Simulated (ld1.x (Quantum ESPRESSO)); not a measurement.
What one change does to a pseudopotential (indium, TM)

* Element: In (Z = 49)
* Generator: ld1.x (Quantum ESPRESSO) 7.5
* Type: norm-conserving Troullier–Martins (Kleinman–Bylander form)
* Functional: PBE
* Relativity: scalar-relativistic
* Frozen core: [Kr] 4d10
* Valence charge: 3
* Reference configuration: 5s1 5p0 (charge +2)
* Partial waves: 5s (bound): rc 1.50 bohr; 5d channel at -0.05 Ry: rc 2.00 bohr; 5p (bound, empty): rc 2.55 bohr
* Local potential: the p channel
* Core correction: Bessel-smoothed model core, default radius (core density twice the valence density)

Change: wave 5p (bound): rc 2.55 bohr becomes 5p (bound): rc 3.10 bohr.

Cutoffs: the cutoffs (Ry, on a coarse ladder) from which the occupation-weighted sum of valence levels, in a spherical-Bessel basis at the reference potential, stays within 10 and 1 mRy of its value at 400 Ry; they do not see the model core or the augmentation charge, which bear on the density cutoff. Errors are all-electron minus pseudo energies relative to the spin-unpolarised reference configuration.

How do hardness, ghosts and transferability respond?

The potential gets neither clearly harder nor softer (35 Ry and 110 Ry → 35 Ry and 110 Ry); both files keep a bound ghost (d); of the 7 tests that both files solve, the error grows in 0 and shrinks in 5 by more than 15 % and 0.3 meV (median size 97.0 → 76.3 meV). That the errors move this way runs against the usual rule that smaller radii transfer better.

```tsv
quantity	base	changed
cutoff, loose	35 Ry	35 Ry
cutoff, tight	110 Ry	110 Ry
bound ghosts	d	d
error for 5s2 5p1, meV [ΔE -24.60 eV]	-155	-125
error for 5s2 5p0, meV [ΔE -19.23 eV]	-97	-76
error for 5s2 5p0.5, meV [ΔE -22.66 eV]	-132	-107
error for 5s1 5p2, meV [ΔE -18.76 eV]	-70	-64
error for 5s0 5p3, meV [ΔE -12.65 eV]	-38	-32
error for 5s1 5p1, meV [ΔE -12.64 eV]	-30	-30
error for 5s2 5p1.3, meV [ΔE -25.13 eV]	-162	-130
```

 A true bound ghost makes a file unfit for plane-wave use even where its test errors are small: the radial tests pick states by their node count and pass the ghost by.
